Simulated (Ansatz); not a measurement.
H3NSi, SMILES `N[SiH]` (excited triplet) (charge 0, multiplicity 3). This triplet is an excited state, 1.81 eV above the relaxed singlet at the level composite: frozen-core CCSD(T) with HF/cc-pVQZ and the correlation energy extrapolated as X^-3 from cc-pVTZ and cc-pVQZ, plus CCSDT(Q) minus CCSD(T) in cc-pVDZ // PBE0-D3(BJ)/def2-TZVP (Ansatz, a program for electronic structure).

Computed with frozen-core CCSDTQ/6-31g // PBE0-D3(BJ)/def2-TZVP (Ansatz).

Ansatz 0.2 input:
```yaml
crystal:
  periodic: [false, false, false]
  atoms:
    - { symbol: N, position_ang: [-0.633598, 0.033719, -0.062161] }
    - { symbol: Si, position_ang: [0.950343, -0.177971, 0.570027] }
    - { symbol: H, position_ang: [-1.221803, -0.756282, -0.276076] }
    - { symbol: H, position_ang: [-1.178333, 0.853679, 0.15412] }
    - { symbol: H, position_ang: [2.083389, 0.046856, -0.385911] }
basis:
  gaussian: { orbitals: "6-31g" }
correlation:
  method: ccsdtq
magnetization:
  spin_polarized: true
  initial_magnetization: 2
```

Output:

```
Functional definition: HF
635 factors; integrals over basis functions are off by at most 6.8e-8 eV
mean field evaluation 1: about -9386.2168 eV, gradient 1.7e1 eV
mean field evaluation 2: about -9386.2197 eV, gradient 1.7e1 eV
mean field evaluation 4: about -9387.7789 eV, gradient 2.0e0 eV
mean field evaluation 8: about -9387.8575 eV, gradient 1.4e-1 eV
mean field evaluation 16: about -9387.8279 eV, gradient 7.3e-1 eV
mean field evaluation 32: about -9383.0566 eV, gradient 3.0e-1 eV
mean field -9387.85807800 eV, -344.9974210476 hartree, gradient 4.2e-6 eV, S^2 2.005086; 0 other end points of the search recorded, 0 dependent functions left out
6 core orbitals not correlated
reference -9387.85807800 eV, -344.9974210476 hartree; 7, 5 occupied and 15, 17 virtual orbitals, 635 factors
second order -3.93068859 eV of doubles, -0.00000000 eV of singles
cycle   1  -4.19616256 eV  change   -2.7e-1 eV  update   6.9e-2
cycle   2  -4.44859930 eV  change   -2.5e-1 eV  update   3.0e-2
cycle   3  -4.55199146 eV  change   -1.0e-1 eV  update   2.0e-2
cycle   4  -4.54900298 eV  change    3.0e-3 eV  update   7.7e-3
cycle   5  -4.55185916 eV  change   -2.9e-3 eV  update   5.2e-3
cycle   6  -4.55402483 eV  change   -2.2e-3 eV  update   2.2e-3
cycle   7  -4.55276625 eV  change    1.3e-3 eV  update   1.2e-3
cycle   8  -4.55254672 eV  change    2.2e-4 eV  update   4.2e-4
cycle   9  -4.55272309 eV  change   -1.8e-4 eV  update   2.8e-4
cycle  10  -4.55272010 eV  change    3.0e-6 eV  update   1.0e-4
cycle  11  -4.55272514 eV  change   -5.0e-6 eV  update   5.7e-5
cycle  12  -4.55273900 eV  change   -1.4e-5 eV  update   3.3e-5
cycle  13  -4.55273570 eV  change    3.3e-6 eV  update   1.4e-5
cycle  14  -4.55274681 eV  change   -1.1e-5 eV  update   7.8e-6
cycle  15  -4.55274947 eV  change   -2.7e-6 eV  update   3.5e-6
cycle  16  -4.55274880 eV  change    6.6e-7 eV  update   1.9e-6
cycle  17  -4.55274874 eV  change    5.8e-8 eV  update   8.9e-7
Total energy: -9392.41082674 eV, -345.1647314780 hartree
```
